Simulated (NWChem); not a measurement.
Molecule: YBrCl2; SMILES [Cl][Y]([Cl])[Br]

```xyz
4

Y      0.2079     0.3538     0.0000
Cl     0.4088     1.5594    -2.1056
Cl     0.4088     1.5594     2.1056
Br    -0.2163    -2.2052     0.0000
```
Atoms are numbered in this order, from 1.

Level: PBE0/def2-SVP with def2 effective core potentials on Y (NWChem), optimised geometry, unscaled harmonic frequencies. This build's default masses of Se (78.918 u) and Br (79.917 u) are each other's, which moves their modes by up to 0.6 %. def2 effective core potentials on Y; no spin-orbit coupling.

| frequency (cm⁻¹) | IR intensity (km/mol) |
|---|---|
| 42 | 37.2 |
| 67 | 3.3 |
| 80 | 3.6 |
| 256 | 24.3 |
| 369 | 79.7 |
| 397 | 118.1 |

| Property | Result |
|---|---|
| zero-point energy | 1.7 kcal/mol |
| thermal correction to the enthalpy at 298.15 K (with zero-point energy) | 6.3 kcal/mol |
| heat capacity Cv | 16.6 cal/(mol K) |
| entropy at 298.15 K and 1 atm (symmetry number 2) | 88.3 cal/(mol K) |

Rigid rotor and harmonic oscillator; modes under 100 cm⁻¹ make the entropy uncertain.
